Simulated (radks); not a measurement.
Values are calculated unless marked as measured or tabulated.
Species: neutral boron. Configuration: [He] 2s1.75 2p1 3p0.25 (fractional occupations, a model configuration). Code: a radial shooting solver on a logarithmic mesh with Libxc functionals. Model: non-relativistic Kohn-Sham, XLYP, spin-polarised, spherical densities, point nucleus; open shells are filled with parallel spins first.

Normalised radial functions P(r) = r R(r), r in bohr:

r	1s up	1s down	3p up
0.03302	0.5846	0.5849	0.0006
0.04926	0.8041	0.8045	0.0014
0.07348	1.0635	1.0639	0.0029
0.1088	1.3227	1.3233	0.0059
0.1622	1.5214	1.5220	0.0116
0.242	1.5513	1.5518	0.0216
0.3582	1.3375	1.3376	0.0374
0.5344	0.9001	0.8996	0.0598
0.7972	0.4248	0.4245	0.0841
1.189	0.1209	0.1197	0.0988
1.76	0.0172	0.0169	0.0832
2.626	0.0008	0.0008	0.0210
3.917	0.0000	0.0000	-0.0824
5.797	0.0000	0.0000	-0.1939
8.648	0.0000	0.0000	-0.2815
12.9	0.0000	0.0000	-0.2781
19.25	0.0000	0.0000	-0.1582
28.48	0.0000	0.0000	-0.0465
42.49	0.0000	0.0000	-0.0041

1s up: eigenvalue -183.49 eV, 0 radial nodes, <r> = 0.330 bohr, 90 % of the charge inside 0.593 bohr. 1s down: eigenvalue -183.09 eV, 0 radial nodes, <r> = 0.329 bohr, 90 % of the charge inside 0.593 bohr. 3p up: eigenvalue -0.469 eV, 1 radial node at r = 2.88 bohr, <r> = 12.5 bohr, 90 % of the charge inside 19.2 bohr.
